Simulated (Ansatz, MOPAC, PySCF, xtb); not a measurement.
Complex: H2O (SMILES O) (first 3 atoms) with CH2O (SMILES C=O); geometry from B3LYP-D3(BJ)/def2-TZVP, rigid monomers moved along the line of their centres of mass till O1···C4 is 2.54 Å.
(charge 0, multiplicity 1):
```xyz
7

O     -0.1503     0.4376    -0.1146
H      0.4921     0.1685    -0.7793
H     -0.5236    -0.3821     0.2299
C      0.0046     0.6072     2.4188
O     -0.3993    -0.5134     2.5795
H      1.0841     0.8471     2.4200
H     -0.6775     1.4627     2.2674
```

Interaction energies are E(AB) − E(A) − E(B) at the monomers' geometry in the complex; basis-set methods are counterpoise corrected. Rows marked so take none.

Frozen-core correlation. Rows in 3-21G, 6-31G*, STO-3G carry no dispersion term and start afresh at each structure (6-31G* with six Cartesian d functions). The state that AM1, PM7 reach isn't checked; PM7 holds dispersion and hydrogen-bond terms.

Codes used: Ansatz (a first-principles code) with Gaussian orbitals; MOPAC for AM1, PM7 (differences of heats of formation); PySCF for 3-21G rows, 6-31G* rows, STO-3G rows; xtb for the GFN methods. Each number belongs to the level named beside it.

```csv
level,interaction energy (kcal/mol)
AM1,-2.53
PM7,-3.82
GFN2-xTB,-2.58
HF/STO-3G (no counterpoise),0.73
HF/3-21G (no counterpoise),-4.85
B3LYP/3-21G (no counterpoise),-7.47
B3LYP/6-31G*,-1.14
CCSD/aug-cc-pVTZ,-1.35
CCSD(T)/aug-cc-pVTZ,…
```

Question: Some entries are withheld; supply them.

Answer: 
- CCSD(T)/aug-cc-pVTZ, interaction energy (kcal/mol): -1.72
